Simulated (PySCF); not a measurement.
# A parent and its derivatives

Method: TDDFT B3LYP/def2-SVPD, vertical, gas phase, core orbitals frozen in the response, def2 core potentials past Kr in PySCF 2.14.0, density-fitted response routines. Geometries: PBE0-D3(BJ)/def2-SVP; one conformer of each isolated species. Triplets are in the Tamm–Dancoff approximation. Atoms past krypton carry core potentials; spin–orbit coupling is left out.

Parent: `[NH]=[W](=[NH])([Cl])[Cl]` (W(NH)2Cl2), with lowest singlet excitation energy 4.23 eV, S1–T1 gap 0.41 eV, HOMO–LUMO gap 5.42 eV, LUMO energy -2.69 eV, HOMO energy -8.11 eV. Its spectrum: 293 nm (f 0.007); 271 nm (f 0.014); 270 nm (f 0.000); 254 nm (f 0.010); 239 nm (f 0.000).

Shifts from the parent:

```csv
change,SMILES,Δ S1 (eV),Δ S1−T1 (eV),Δ gap (eV),Δ LUMO (eV),Δ HOMO (eV)
ligand (both): Cl to NH2,[NH]=[W](=[NH])([NH2])[NH2],+0.58,+0.22,+0.49,+2.06,+1.57
ligand (both): Cl to F,[NH]=[W](=[NH])([F])[F],+0.69,+0.28,+0.71,+0.71,0.00
```

Q: Predict the same shifts for this change: ligand (both): Cl to OH (`[NH]=[W](=[NH])([OH])[OH]`).

A: Δ lowest singlet excitation energy +0.65 eV, Δ S1–T1 gap -0.01 eV, Δ HOMO–LUMO gap +0.86 eV, Δ LUMO energy +1.57 eV, Δ HOMO energy +0.71 eV. Spectrum: 254 nm (f 0.003); 239 nm (f 0.005); 232 nm (f 0.010); 221 nm (f 0.000); 216 nm (f 0.006). All changes raise S1, and it rises most with ligand (both): Cl to F (+0.69 eV). S1 is simply the lowest singlet of each species and needn't be the same kind of state throughout.

Lowest levels of each derivative:
- `[NH]=[W](=[NH])([NH2])[NH2]`: 4.81 eV (f 0.007); 4.97 eV (f 0.027); 5.24 eV (f 0.008)
- `[NH]=[W](=[NH])([F])[F]`: 4.92 eV (f 0.018); 5.07 eV (f 0.002); 5.26 eV (f 0.004)
- `[NH]=[W](=[NH])([OH])[OH]`: 4.88 eV (f 0.003); 5.18 eV (f 0.005); 5.36 eV (f 0.010)
